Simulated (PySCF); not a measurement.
Spin-rotation constants: `N=P1(C2CC2)CC1`, C5H10NP

Molfile (atoms numbered from 1):
```
C5H10NP
     RDKit          3D

 17 18  0  0  0  0  0  0  0  0999 V2000
    1.0236   -1.6156   -1.6735 N   0  0  0  0  0  0  0  0  0  0  0  0
    0.6902   -0.4485   -0.6958 P   0  0  0  0  0  5  0  0  0  0  0  0
   -1.1001   -0.3351   -0.5394 C   0  0  0  0  0  0  0  0  0  0  0  0
   -1.7496    0.6499    0.3806 C   0  0  0  0  0  0  0  0  0  0  0  0
   -1.7518   -0.7987    0.7345 C   0  0  0  0  0  0  0  0  0  0  0  0
    1.5174    1.1574   -0.4183 C   0  0  0  0  0  0  0  0  0  0  0  0
    1.5444    0.1686    0.7954 C   0  0  0  0  0  0  0  0  0  0  0  0
    2.0057   -1.7638   -1.8578 H   0  0  0  0  0  0  0  0  0  0  0  0
   -1.5760   -0.5858   -1.4794 H   0  0  0  0  0  0  0  0  0  0  0  0
   -2.6732    1.1050    0.0546 H   0  0  0  0  0  0  0  0  0  0  0  0
   -1.1201    1.3155    0.9524 H   0  0  0  0  0  0  0  0  0  0  0  0
   -1.1099   -1.1303    1.5377 H   0  0  0  0  0  0  0  0  0  0  0  0
   -2.6755   -1.3524    0.6594 H   0  0  0  0  0  0  0  0  0  0  0  0
    0.9581    2.0710   -0.2722 H   0  0  0  0  0  0  0  0  0  0  0  0
    2.4718    1.3328   -0.9002 H   0  0  0  0  0  0  0  0  0  0  0  0
    2.5161   -0.2511    1.0275 H   0  0  0  0  0  0  0  0  0  0  0  0
    1.0218    0.4933    1.6846 H   0  0  0  0  0  0  0  0  0  0  0  0
  1  2  2  0
  2  3  1  0
  3  4  1  0
  4  5  1  0
  2  6  1  0
  6  7  1  0
  7  2  1  0
  5  3  1  0
  1  8  1  0
  3  9  1  0
  4 10  1  0
  4 11  1  0
  5 12  1  0
  5 13  1  0
  6 14  1  0
  6 15  1  0
  7 16  1  0
  7 17  1  0
M  END
```

Computed, not measured: GIAO PBE/pcSseg-1 magnetisability, rotational g tensor and spin-rotation constants, non-relativistic, gas phase in PySCF. Geometry: GFN2-xTB.

Give the nuclear spin-rotation constants along the inertial axes (H = +C I·J) beside the isotropic shieldings.

Rotational constants 3.3993, 1.9262, 1.5011 GHz. A star marks the isotopologue with that one atom substituted, in its own axes.
| atom | isotope | Caa (kHz) | Cbb (kHz) | Ccc (kHz) | mean (kHz) | σ (ppm) |
| --- | --- | --- | --- | --- | --- | --- |
| N1 | 14N | -0.075 | 0.133 | 0.052 | 0.037 | 265.4 |
| P2 | 31P | 3.396 | 2.955 | 2.575 | 2.976 | 386.2 |
| H8 | 1H | -0.072 | -0.227 | -0.195 | -0.165 | 33.5 |
| H9 | 1H | -0.334 | -0.073 | -0.100 | -0.169 | 30.2 |
| H10 | 1H | -0.163 | -0.214 | -0.081 | -0.152 | 30.9 |
| H11 | 1H | -0.343 | -0.013 | -0.185 | -0.180 | 31.9 |
| H12 | 1H | -0.333 | -0.212 | -0.005 | -0.183 | 30.9 |
| H13 | 1H | -0.137 | -0.117 | -0.159 | -0.138 | 30.6 |
| H14 | 1H | -0.271 | -0.107 | -0.105 | -0.161 | 30.5 |
| H15 | 1H | 0.064 | -0.205 | -0.174 | -0.105 | 30.4 |
| H16 | 1H | -0.113 | -0.212 | -0.096 | -0.141 | 30.6 |
| H17 | 1H | -0.167 | -0.131 | -0.149 | -0.149 | 31.1 |
| C3 | 13C* | 0.443 | 0.233 | 0.242 | 0.306 | 171.3 |
| C4 | 13C* | 0.368 | 0.271 | 0.196 | 0.278 | 178.0 |
| C6 | 13C* | 0.409 | 0.271 | 0.249 | 0.310 | 167.9 |

For the geometry as given, no vibrational averaging.

How do the rotational constants and the g tensor change when H8, H9, H10, H11, H12, H13, H14, H15, H16, H17 are replaced by deuterium?

Constants 2.7976, 1.6123, 1.2790 GHz; g -0.0105, 0.0010, -0.0029, against -0.0122, 0.0011, -0.0033 before.
